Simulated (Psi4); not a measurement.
Approach curve of the dimer H2 ··· CH3Cl (SMILES [H][H] and CCl). Monomers: optimised at B3LYP-D3(BJ) (def2-TZVP), held rigid. Orientation: lowest of the rigid-body minima from ten starts at GFN2-xTB. R is the distance of the centres of mass, along which the second monomer moves.

- PBE/def2-TZVP, counterpoise-corrected (Psi4)
- PBE-D3(BJ)/def2-TZVP, counterpoise-corrected (Psi4)
- CCSD(T)/aug-cc-pVDZ = Psi4 with DF-CCSD(T)/aug-cc-pVDZ, frozen core, counterpoise-corrected

Interaction energies in kcal/mol; the last columns give the difference from CCSD(T):

| R / Å | PBE/def2-TZVP | PBE-D3(BJ)/def2-TZVP | CCSD(T)/aug-cc-pVDZ | PBE/def2-TZVP − CCSD(T)/aug-cc-pVDZ | PBE-D3(BJ)/def2-TZVP − CCSD(T)/aug-cc-pVDZ |
|---|---|---|---|---|---|
| 2.85 | 0.33 | -0.23 | 0.76 | -0.43 | -0.99 |
| 3.05 | -0.22 | -0.71 | -0.03 | -0.19 | -0.68 |
| 3.27 | -0.44 | -0.85 | -0.37 | -0.07 | -0.48 |
| 3.46 | -0.47 | -0.82 | -0.44 | -0.02 | -0.37 |
| 3.66 | -0.43 | -0.72 | -0.42 | 0.00 | -0.29 |
| 3.88 | -0.36 | -0.59 | -0.36 | 0.01 | -0.22 |
| 4.13 | -0.27 | -0.45 | -0.29 | 0.01 | -0.16 |
| 4.42 | -0.19 | -0.31 | -0.21 | 0.02 | -0.10 |
| 4.93 | -0.10 | -0.16 | -0.12 | 0.02 | -0.04 |
| 5.66 | -0.04 | -0.07 | -0.06 | 0.02 | -0.01 |
| 6.63 | -0.01 | -0.03 | -0.03 | 0.01 | 0.00 |
| 7.94 | -0.01 | -0.01 | -0.01 | 0.00 | 0.00 |

PBE/def2-TZVP is furthest from CCSD(T)/aug-cc-pVDZ at 2.85 (-0.43 kcal/mol, below); its mean absolute difference over the points is 0.07 kcal/mol.

PBE-D3(BJ)/def2-TZVP is furthest from CCSD(T)/aug-cc-pVDZ at 2.85 (-0.99 kcal/mol, below); its mean absolute difference over the points is 0.28 kcal/mol.
